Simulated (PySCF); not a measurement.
# Computed structure and properties of [HfH2]2+

System: [HfH2]2+ (singlet); start: template (C2v). Method: PySCF 2.14.0, RKS PBE0, Hf def2-SVP with ECP60, H def2-SVP; non-relativistic Hamiltonian with scalar-relativistic core potentials where named; density fitting; no spin-orbit coupling.

Input of the relaxation:

```python
mol = gto.M(atom='''
Hf     0.00000     0.00000    -0.00869
H      1.75250    -0.00000     0.77561
H     -1.75250     0.00000     0.77561''',
    basis={'Hf': 'def2-SVP', 'H': 'def2-SVP'},
    ecp={'Hf': 'def2-SVP'},
    charge=2, spin=0)
mf = dft.RKS(mol, xc='PBE0')
mf.grids.atom_grid = (50, 194)
mf = mf.density_fit()  # fitting sets: Hf def2-universal-JKFIT, H def2-universal-JKFIT
mf.conv_tol = 1e-08; mf.max_cycle = 55
mf.kernel(dm0)  # dm0: converged density of the start geometry
# quasi-Newton relaxation in Cartesian coordinates to a largest gradient under 0.00045 Eh/bohr, steps kept in the point group
```

Run from Python with OMP_NUM_THREADS=2; the lines above give its settings. Where DIIS fails, smearing, a level shift and second-order steps follow.
It took 2.3 s on 2 threads of Arm Neoverse V2 (shared host), from the converged density of the start.

Course of the relaxation:

```json
{"step": "0", "energy above end (eV)": "0.7027", "largest force component within the symmetry (eV/Å)": "1.743"}
{"step": "1", "energy above end (eV)": "0.2795", "largest force component within the symmetry (eV/Å)": "1.288"}
{"step": "2", "energy above end (eV)": "0.0514", "largest force component within the symmetry (eV/Å)": "0.477"}
{"step": "3", "energy above end (eV)": "0.0094", "largest force component within the symmetry (eV/Å)": "0.210"}
{"step": "4", "energy above end (eV)": "0.0018", "largest force component within the symmetry (eV/Å)": "0.093"}
{"step": "5", "energy above end (eV)": "0.0000", "largest force component within the symmetry (eV/Å)": "0.014"}
{"step": "6", "energy above end (eV)": "0.0000", "largest force component within the symmetry (eV/Å)": "0.004"}
```

Relaxed geometry (C2v):

```xyz
3

Hf    0.0000    0.0000   -0.2777
H     1.3108    0.0000    0.9101
H    -1.3108    0.0000    0.9101
```

```tsv
contact	Å
Hf1–H2 (H)	1.769
Hf1–H3 (H)	1.769
```

On the finer grid (75, 302):

```json
{
 "HOMO": "-21.97 eV",
 "LUMO": "-16.82 eV",
 "Dipole about the centre of mass": "1.92 D",
 "Set of Mulliken populations of Hf1 outside the core potential": "s 2.65, p 6.05, d 1.36, f 0.02",
 "D3(BJ) dispersion energy (not in the energies)": "-0.024 eV"
}
```

```csv
atom,Mulliken (e),Löwdin (e),spin (e)
Hf1,1.93,1.95,0.00
H2,0.04,0.02,0.00
H3,0.04,0.02,0.00
```

On the grid (50, 194), as all that follows. Harmonic modes: a minimum; lowest 475 cm⁻¹ (negative: unstable), highest 1955 cm⁻¹, zero-point energy 0.271 eV.

Taking off one H (charge -1, singlet; the rest: singlet) in vacuum, both parts rigid, costs 25.91 eV; the small basis without counterpoise inflates it. Most of it is the attraction of opposite charges; other ways to part are cheaper, and one spin state was tried for the rest.

Rigid scan of H along the line from its metal:

distance to H2 (Å), energy (eV) and a bar:
```
     1.47      0.935 ##############################
     1.57      0.362 ############
     1.67      0.079 ###
     1.77      0.000 
     1.87      0.062 ##
     1.97      0.219 #######
     2.17      0.693 ######################
```

One start shape was tried, so this needn't be the lowest isomer.
